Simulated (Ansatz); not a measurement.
Reaction (formal exchange of groups at a Zr–N bond): `[CH3][Zr]([NH2])([OH])[F]` + `FC1CCC1` → `[CH3][Zr]([OH])([F])[F]` + `NC1CCC1`

Gas-phase electronic energies from Ansatz, PBE0-D4/def2-TZVP geometries. CCSD(T)/CBS is the MP2 limit (def2-TZVPP, def2-QZVPP) plus CCSD(T) − MP2 in def2-TZVPP, frozen cores. Functionals use def2-TZVPP. B3LYP here is the variant with VWN-RPA as its local correlation; programs differ in this. def2 core potentials past Kr. For Zr outer-core shells are correlated without core-valence functions, which leaves a few kJ/mol of doubt a bond. Each species was taken in one conformer, which may not be the lowest.

Task: Is it downhill or uphill in electronic energy at CCSD(T)/CBS, and by how much? (Best estimate.)

Result: Computed: Downhill: ΔE = -1.23 eV.

Task: What do these levels give: PBE0-D4, ωB97X-V, PBE, PBE0, B3LYP, MP2/def2-TZVPP? (An estimate is asked.)

Result: Computed: PBE0-D4 -1.23, ωB97X-V -1.24, PBE -1.21, PBE0 -1.22, B3LYP -1.19, MP2/def2-TZVPP -1.26 eV.

Largest T1 diagnostic among the species: 0.017.
